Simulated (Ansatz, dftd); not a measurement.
System: CH$_{2}$BrF, charge 0, singlet. CH2BrF (SMILES FCBr).
B3LYP-D3(BJ)/def2-TZVP minimum from Ansatz (a program for electronic structure):
```
C
F 1 1.3614
H 1 1.0858 2 109.64
H 1 1.0858 3 113.27 2 122.82
Br 1 1.9569 3 106.81 4 117.31
```
Charge 0, spin multiplicity 1.

Wanted: atomisation energy (electronic, to ground-state atoms), in kcal/mol. Radicals and triplets start from unrestricted determinants; spin-orbit coupling is neglected. Cores are frozen in correlated methods (noble-gas shells, and filled d and f shells in the p block). No relativity. CBS(X,Y): correlation extrapolated as X^-3, Hartree-Fock from the larger set (Q,5: extrapolated as (X+1)exp(-9√X)). A bracket is a step between two methods taken in the basis named. For partners of very few electrons the exact lower level stands in for a higher one. Spin-orbit terms, left out, reach several kcal/mol for Br and I, and more for heavier atoms.

```
level                          program  atomisation energy (kcal/mol)
----------------------  --------------  -----------------------------
PBE-D3(BJ)/def2-TZVPD   Ansatz + dftd3                          403.2
PBE0-D3(BJ)/def2-TZVPD  Ansatz + dftd3                          391.2
MP2/cc-pVQZ                     Ansatz                          394.4
```

**Question.** Estimate the value at CCSD(T)/CBS(cc-pVQZ,cc-pV5Z) + [CCSDT(Q) - CCSD(T)]/cc-pVDZ (Ansatz).

**Answer.** 389.2 kcal/mol; the difference of MP2/cc-pVQZ is 5.2 kcal/mol.
